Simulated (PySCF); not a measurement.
**Energy of Yb (ytterbium, neutral) between two integer charges**

The 6s beta orbital of [Xe] 4f14 6s2 is emptied in steps (occupation f), with all orbitals relaxed, ending at [Xe] 4f14 6s1. All numbers are calculated (PySCF 2.14, a scalar-relativistic core potential, in def2-SVP with the def2 core potential (28 electrons) (10s7p4d3f1g, 81 functions)). The exact energy is a straight line in f; departures are measured from the line between the end points of the same method.

```json
{"f": "1", "UHF (eV)": "0.000"}
{"f": "0.9", "UHF (eV)": "0.017"}
{"f": "0.7", "UHF (eV)": "0.036"}
{"f": "0.5", "UHF (eV)": "0.040"}
{"f": "0.3", "UHF (eV)": "0.032"}
{"f": "0.1", "UHF (eV)": "0.013"}
{"f": "0", "UHF (eV)": "0.000"}
```

```tsv
method	E(f=0) − E(f=1) (eV)	−ε at f=1 (eV)	−ε at f=0.5 (eV)
UHF	5.056	5.250	5.042
```

Orbital energy along the path (eV):

```csv
f,UHF
1,-5.250
0.9,-5.199
0.7,-5.112
0.5,-5.042
0.3,-4.985
0.1,-4.939
0,-4.918
```

Reference removal energy between the ground levels: 6.254 eV (measured; NIST Atomic Spectra Database, ionization energies). UHF lacks correlation.
